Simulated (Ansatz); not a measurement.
The same group exchange along the group F, Cl, Br.

Computed with Ansatz on PBE0-D4/def2-TZVP structures; ΔE is electronic, products minus reactants. CCSD(T)/CBS is the MP2 limit (def2-TZVPP, def2-QZVPP) plus CCSD(T) − MP2 in def2-TZVPP, frozen cores. This one scheme is used for every species. Functionals use def2-TZVPP. B3LYP here is the variant with VWN-RPA as its local correlation; programs differ in this. For Br outer-core shells are correlated without core-valence functions, which leaves a few kJ/mol of doubt a bond. Scalar relativity is left out up to krypton. Each species was taken in one conformer, which may not be the lowest.

```
                                                         reaction  B3LYP-D4 (kcal/mol)
  `O[SiH2][SiH2]F` + `C=C[SiH3]` → `C=C[SiH2][SiH2]O` + `F[SiH3]`                 -2.0
`O[SiH2][SiH2]Cl` + `C=C[SiH3]` → `C=C[SiH2][SiH2]O` + `[SiH3]Cl`                  0.3
`O[SiH2][SiH2]Br` + `C=C[SiH3]` → `C=C[SiH2][SiH2]O` + `[SiH3]Br`                  1.2
```

Give the CCSD(T)/CBS values in the same order. (An estimate is asked.)

Computed: -2.3, 0.1, 1.1 kcal/mol.

Largest T1 diagnostic: 0.012, for `C=C[SiH2][SiH2]O`.
